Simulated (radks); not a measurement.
Results of a calculation; reference values are marked as such.
Question: The mean radii <r> (bohr) of the occupied orbitals of an atom or ion are listed with their occupations. Level of theory: scalar-relativistic Kohn-Sham, SCAN, spin-unpolarised, spherical densities, finite nucleus; meta-GGA in the generalised Kohn-Sham scheme; Fermi nuclear charge, rms radius of each element as measured or else 0.836 A^(1/3) + 0.57 fm (a radial shooting solver on a logarithmic mesh with Libxc functionals).

orbital  occ.      <r>
1s          2  0.02506
2s          2   0.1061
2p          6  0.09292
3s          1   0.2593
3p          5   0.2523

Name the element and its charge.

Answer: Z = 57, lanthanum, charge +41: La41+ in [Ne] 3s1 3p5. The 1s radius gives Z: for a bare nucleus <r> = (2 gamma + 1)/(2Z) with gamma = sqrt(1 - (Z/c)^2), 0.02473 bohr for Z = 57, and screening makes it slightly larger (0.02506 here). The occupations add up to 16, and the charge is Z minus that.
